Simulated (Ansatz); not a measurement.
`[F][Ge][O][SiH3]` + H₂S → `[F][Ge][SH]` + silanol at 400 K and 1 bar (ligand exchange at a Ge–O bond).

Computed with Ansatz on PBE0-D4/def2-TZVP structures; ΔE is electronic, products minus reactants. CCSD(T)/CBS is the MP2 limit (def2-TZVPP, def2-QZVPP) plus CCSD(T) − MP2 in def2-TZVPP, frozen cores. This one scheme is used for every species. For Ge outer-core shells are correlated without core-valence functions, which leaves a few kJ/mol of doubt a bond. Scalar relativity is left out up to krypton. Each species was taken in one conformer, which may not be the lowest.

| species | CCSD(T)/CBS energy (Eh) | H − E (kJ/mol) | S (J/(mol·K)) |
| --- | --- | --- | --- |
| `[F][Ge][O][SiH3]` | -2542.06230 | 110.7 | 372.4 |
| H₂S | -398.97279 | 53.4 | 215.9 |
| `[F][Ge][SH]` | -2574.33845 | 50.3 | 314.5 |
| `O[SiH3]` | -366.69042 | 120.0 | 276.4 |

H − E and S are ideal-gas, rigid-rotor, harmonic terms from PBE0-D4/def2-TZVP, for one conformer and one mirror image of each species. 1 Eh = 2625.50 kJ/mol, R = 8.31446 J/(mol·K).

Question: By hand: ΔE, ΔH, ΔS and ΔG.

Answer: ΔE = (-2574.33845) + (-366.69042) − (-2542.06230) − (-398.97279) = 0.00622 Eh = 16.3 kJ/mol. Δ(H − E) = 50.3 + 120.0 − 110.7 − 53.4 = 6.2, so ΔH = 22.5 kJ/mol. ΔS = 314.5 + 276.4 − 372.4 − 215.9 = 2.6 J/(mol·K). ΔG = 22.5 − 400 × (2.6)/1000 = 21.5 kJ/mol.

Question: By hand: the equilibrium constant, and the temperature at which ΔG would vanish if ΔH and ΔS stayed fixed.

Answer: log₁₀ K = −ΔG/(RT ln 10) = -2.8. ΔG = 0 at ΔH/ΔS = 8654 K, far beyond where these terms or the molecules hold.

The number of gas molecules stays the same, so ΔS is small and ΔH decides. A doubt of 5 kJ/mol in ΔE shifts log₁₀ K by 0.7 here. Other conformers and mirror images would add mixing entropy, several J/(mol·K) or more a flexible species. These are equilibria of isolated gas molecules and say nothing of rates. Largest T1 diagnostic: 0.015 (customary marks: 0.02 for closed shells, 0.045 for open ones).
